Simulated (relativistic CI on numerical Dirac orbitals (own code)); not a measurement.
# Crystal-field levels of Yb4+, 4f12

Calculated by Dirac-Coulomb-Breit CI, separate exchange-only KLI orbitals for each configuration, model QED, one configuration in a parametric crystal field, unscaled Slater integrals (own radial code). With so little scaling, terms lie 10 to 35 % too far apart, which can change the order of excited levels.

Field parameters in Wybourne normalisation. The field is a parameter set, without covalency.

S and J are read from ⟨S²⟩ = S(S + 1) and ⟨J²⟩ = J(J + 1) of each level; they are not fictitious spins.

D3d, B20 = -1420, B40 = 1090, B43 = -1120, B60 = 1030, B63 = -390, B66 = 290 cm⁻¹, the lowest 16 levels:

```tsv
E (cm⁻¹)	Degeneracy	Irrep	S	J
0.0	1	A1	1.00	6.00
2.2	1	A2	1.00	6.00
165	2	E	1.00	6.00
198	2	E	1.00	6.00
287	1	A2	1.00	6.00
319	1	A1	1.00	6.00
612	2	E	1.00	6.00
879	2	E	1.00	6.00
989	1	A1	0.99	6.00
7360	1	A1	0.74	4.01
7514	1	A2	0.74	4.01
7556	2	E	0.75	4.01
7717	2	E	0.76	4.01
7763	1	A1	0.75	4.00
7935	2	E	0.76	4.02
9529	2	E	1.00	4.99
```

C2v, B20 = 150, B22 = -70, B40 = -1270, B42 = 830, B44 = -110, B60 = -840, B62 = -530, B64 = -270, B66 = 540 cm⁻¹, the lowest 10 levels:

| E (cm⁻¹) | Degeneracy | S | J |
| --- | --- | --- | --- |
| 0.0 | 1 | 1.00 | 6.00 |
| 29.3 | 1 | 1.00 | 6.00 |
| 77.9 | 1 | 1.00 | 6.00 |
| 117 | 1 | 1.00 | 6.00 |
| 121 | 1 | 1.00 | 6.00 |
| 257 | 1 | 1.00 | 6.00 |
| 304 | 1 | 1.00 | 6.00 |
| 322 | 1 | 1.00 | 6.00 |
| 326 | 1 | 1.00 | 6.00 |
| 430 | 1 | 1.00 | 6.00 |

D4h, B20 = 120, B40 = 2540, B44 = 360, B60 = 570, B64 = -920 cm⁻¹, the lowest 10 levels:

| E (cm⁻¹) | Degeneracy | Irrep | S | J |
| --- | --- | --- | --- | --- |
| 0.0 | 1 | A1 | 1.00 | 5.99 |
| 19.4 | 1 | A2 | 1.00 | 5.99 |
| 97.4 | 2 | E | 1.00 | 6.00 |
| 190 | 2 | E | 1.00 | 6.00 |
| 221 | 1 | B1 | 1.00 | 6.00 |
| 316 | 1 | B2 | 1.00 | 6.00 |
| 592 | 2 | E | 1.00 | 6.00 |
| 637 | 1 | A1 | 0.99 | 6.00 |
| 706 | 1 | B1 | 1.00 | 6.00 |
| 719 | 1 | B2 | 1.00 | 6.00 |

D3h, B20 = 1420, B40 = -1010, B60 = -990, B66 = 1110 cm⁻¹, the lowest 16 levels:

```csv
E (cm⁻¹),Degeneracy,S,J
0.0,1,1.00,6.00
83.6,2,1.00,6.00
284,2,1.00,6.00
413,1,1.00,6.00
712,2,1.00,6.00
736,2,0.99,5.99
746,1,0.99,6.00
932,1,1.00,6.00
939,1,1.00,6.00
7594,2,0.75,4.01
7712,2,0.75,4.01
7783,2,0.76,4.02
7784,1,0.74,4.00
7805,1,0.76,4.02
8133,1,0.77,4.01
9579,1,1.00,5.00
```

D3d, B20 = 2060, B40 = 1620, B43 = -220, B60 = -150, B63 = 60, B66 = 940 cm⁻¹, the lowest 16 levels:

```
E (cm⁻¹)  Degeneracy  Irrep     S     J
     0.0           1     A2  1.00  6.00
    22.4           2      E  1.00  6.00
    46.9           2      E  0.99  5.99
    48.7           1     A1  0.99  5.99
     294           1     A1  1.00  6.00
     340           2      E  1.00  6.00
     595           2      E  1.00  6.00
    1286           1     A2  1.00  6.00
    1290           1     A1  1.00  6.00
    7326           1     A1  0.74  4.00
    7484           2      E  0.74  4.01
    7553           1     A2  0.76  4.02
    7745           2      E  0.75  4.02
    7781           2      E  0.76  4.01
    7879           1     A1  0.74  4.01
    9536           1     A2  1.00  4.99
```

The next free-ion level lies 7263 cm⁻¹ above the lowest; the field splits the ground level into components whose J stays near 6 as long as their spread is small against that gap.

Levels of this model without a field, named by their leading LS term: 3H_6 0, 3F_4 7263, 3H_5 9469, 3H_4 14889, 3F_3 18074, 3F_2 19392, 1G_4 24456, 1D_2 37010 cm⁻¹.
